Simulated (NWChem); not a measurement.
C2H3O3 anion

```xyz
8

C      0.0166     1.7765     0.0010
O     -0.7004     0.5705     0.0001
C      0.0477    -0.6819     0.0001
O     -0.7034    -1.6631    -0.0004
O      1.2870    -0.5758     0.0003
H      1.0997     1.5810    -0.0042
H     -0.2409     2.3720     0.8988
H     -0.2490     2.3772    -0.8908
```
Atoms are numbered in this order, from 1.

Results from NWChem. Coordinates come from a B3LYP/def2-SVPD optimisation. No frequency run checked for a minimum. Level: PBE0/aug-cc-pVDZ with COSMO at NWChem's default radii, gas-phase geometry; the question gives the dielectric constant. Reactions with the solvent are ignored.

Problem. What does the run give for dielectric constant 37.5? Quantities: electrostatic solvation energy (kcal/mol).

Solution. 
| Item | Value |
|---|---|
| electrostatic solvation energy (kcal/mol) | -65.9 |
